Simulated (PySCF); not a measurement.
Geometry (Å), atoms numbered from 1 in this order:
```xyz
14

C    -1.8103    0.2686   -0.2833
C    -0.7382   -0.4460    0.5344
C     0.6407    0.1646    0.3317
C     0.9614    1.2762    0.9344
O     1.1850    2.2593    1.5024
C     1.6040   -0.5121   -0.5666
Cl    0.9498   -0.7056   -2.2181
Cl    3.1180    0.4196   -0.6724
Cl    1.9999   -2.1540    0.0400
H    -1.5550    0.2611   -1.3389
H    -1.9155    1.3007    0.0413
H    -2.7661   -0.2333   -0.1557
H    -0.6779   -1.4923    0.2349
H    -0.9964   -0.4074    1.5938
```

All values are calculated (PySCF 2.14.0 with density-fitted response routines): geometry: GFN2-xTB, shielding tensors at PBE0/pcSseg-1 (GIAO). Gas phase, non-relativistic Hamiltonian, equivalent nuclei averaged, single conformer.

Task: Predict the 2D correlation tables (HSQC, COSY, HMBC).

Result: 

HSQC (one-bond C–H):
```csv
δH,δC
2.43 (H13/H14),26.2 (C2)
1.36 (H10/H11/H12),17.9 (C1)
```

COSY cross peaks (H two or three bonds apart, from the bond graph; peaks can be absent where the dihedral angle is near 90°):
```csv
δH,δH
2.43 (H13/H14),1.36 (H10/H11/H12)
```

HMBC (two and three bonds, from the bond graph):
```csv
δH,δC
2.43 (H13/H14),"198.7 (C4), 120.0 (C6), 60.8 (C3), 17.9 (C1)"
1.36 (H10/H11/H12),"60.8 (C3), 26.2 (C2)"
```

Referencing at the same level of theory: $^{1}$H (σ = 31.72 ppm), $^{13}$C (σ = 186.93 ppm) against TMS.

Carbons that carry Cl, above all several Cl atoms, come out too deshielded, partly because spin–orbit coupling is missing. Shifts are as computed. Against solution values, carbons near 30 ppm lie about +3 ppm off and those near 130 ppm about +5 ppm; carbons on Cl a further +6 ppm. Of 1211 compounds with measured shifts, 218 miss one by over three times the rms of a fit or turn the order of signals round; such compounds aren't used in these exercises.
